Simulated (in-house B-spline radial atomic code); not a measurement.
**Ionising Re VIII (Re7+) with different functionals**

Computed with an all-electron radial atomic-structure program (B-spline basis): four-component Dirac-Coulomb Hamiltonian, Fermi nucleus of rms radius 5.3698 fm, spin-restricted, spherical fractional occupations for the functionals. The ionisation energy is the difference of two self-consistent energies, [Xe] 4f14 → [Kr] 4d10 4f14 5s2 5p5, without Breit or QED terms; ε is the level of the shell that loses the electron (mean over j). The electron is taken from both j subshells in proportion to 2j + 1, so the result is a j average, not the step between ground levels.

Hybrids are left out here: with spherical fractional occupations of an open shell their exact exchange keeps a self-interaction that integer-occupation calculations don't have.

```
           method  rung  ΔSCF (eV)  -ε(5p) (eV)
         LDA VWN5   LDA     149.00       139.40
 relativistic LDA   LDA     148.79       139.20
         LDA PW92   LDA     148.99       139.39
LDA exchange-only   LDA     147.08       137.49
              PBE   GGA     148.57       138.99
           PBEsol   GGA     148.66       139.08
             BLYP   GGA     148.42       138.83
             RPBE   GGA     148.49       138.92
             PW91   GGA     148.70       139.12
             BP86   GGA     148.73       139.15
             AM05   GGA     148.72       139.14
             OLYP   GGA     148.98       139.41
```

(1) How do they compare with the NIST value?

Answers

(1) NIST lists 144.4 eV ± 0.4 (semi-empirical, ground level to ground level). Errors run from +2.68 to +4.60 eV. The correlated functionals all miss on the same side by more than they spread, so the cause is common to them (Breit-QED terms, spin polarisation, the choice among j levels, multiplet and fine-structure energies, or a listed next ion that isn't the cheapest removal here) and closeness doesn't rank the functionals.
